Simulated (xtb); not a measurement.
C2BrCl2F, SMILES F/C(=C(/Cl)Br)Cl. All values are semi-empirical tight-binding results from xtb (GFN2-xTB unless named), good for trends rather than for accurate numbers. Geometry: GFN2-xTB. The structure was generated by enumeration; whether it is a known compound was not checked.

Optimised geometry:

Bond lengths (Å): F1–C2 1.333, C2–Cl3 1.707, C2–C4 1.335, C4–Cl5 1.709, C4–Br6 1.885. Angles (°): F1–C2–Cl3 114.1, F1–C2–C4 121.2, Cl3–C2–C4 124.7, C2–C4–Cl5 122.1, C2–C4–Br6 120.6, Cl5–C4–Br6 117.3.

point group as xtb finds it: Cs
orbital gap: 3.80 eV
zero-point energy: 9.3 kcal/mol
G − E(el) at 298.15 K (modified RRHO): -11.7 kcal/mol
static polarisability (D4 model): 72.9 bohr³
solvation energy, GFN2-xTB/ALPB(water): 0.4 kcal/mol
solvation energy, GFN2-xTB/ALPB(thf): -4.6 kcal/mol

Q: Give the atomic charges and the Wiberg bond orders between heavy atoms. (The exact figures need the calculation; the answer reports its results.)

A: charges (e) F1 -0.15, C2 0.22, Cl3 -0.07, C4 0.11, Cl5 -0.07, Br6 -0.04. Bond orders F1–C2 1.00, C2–Cl3 1.02, C2–C4 1.68, C4–Cl5 1.03, C4–Br6 1.01.
